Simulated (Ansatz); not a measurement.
Geometry optimisation, RKS PBE-D4/6-31G* (Ansatz).

input.yaml

```yaml
crystal:
  periodic: [false, false, false]
  atoms:
    - { symbol: Al, position_ang: [0.101301, 0.293394, -0.057515] }
    - { symbol: Cl, position_ang: [0.080223, 0.414645, 2.142623] }
    - { symbol: Cl, position_ang: [1.891581, 0.838136, -1.021742] }
    - { symbol: H, position_ang: [-1.273722, 0.079772, -0.810219] }
    - { symbol: O, position_ang: [0.410229, -2.530371, 0.766496] }
    - { symbol: H, position_ang: [-0.502469, -2.888612, 0.713313] }
    - { symbol: H, position_ang: [0.427957, -2.088963, 1.657944] }
basis:
  gaussian: { orbitals: "6-31G*" }
hamiltonian:
  xc: pbe
  dispersion: d4
relax:
  f_tol: 0.03
  max_steps: 50
output:
  orbitals: {}
```

Command:

```bash
$ ansatz run input.yaml --threads 1 --pin off --max-ram 2048MiB --backend cpu --events-out ev --progress --plain --runs-dir out
```

Where does it end, and by what steps?

The forces met the threshold. After 6 steps the energy has fallen by 0.753 eV; O5 moved furthest, 0.54 Å. Joined: Al1–O5 (2.96 → 2.02 Å).

| step | energy less start (eV) | largest force component (eV/Å) | accepted |
| --- | --- | --- | --- |
| 0 | 0.0000 | 0.996 | yes |
| 1 | -0.1960 | 1.114 | yes |
| 2 | -0.4691 | 1.334 | yes |
| 3 | -0.6668 | 0.807 | yes |
| 4 | -0.7384 | 0.400 | yes |
| 5 | -0.7506 | 0.172 | yes |
| 6 | -0.7530 | 0.021 | yes |

```xyz
7
Properties=species:S:1:pos:R:3
Al 0.084 -0.078 0.142
Cl 0.017 0.540 2.207
Cl 1.852 0.450 -0.913
H -1.296 -0.165 -0.643
O 0.381 -2.016 0.609
H -0.402 -2.571 0.402
H 0.500 -2.043 1.587
```

Whether the end is a true minimum wasn't checked by a vibrational analysis.

Run time: 21 s on 1 thread of Arm Neoverse V1, with other jobs on the host, peak memory 0.12 GiB.
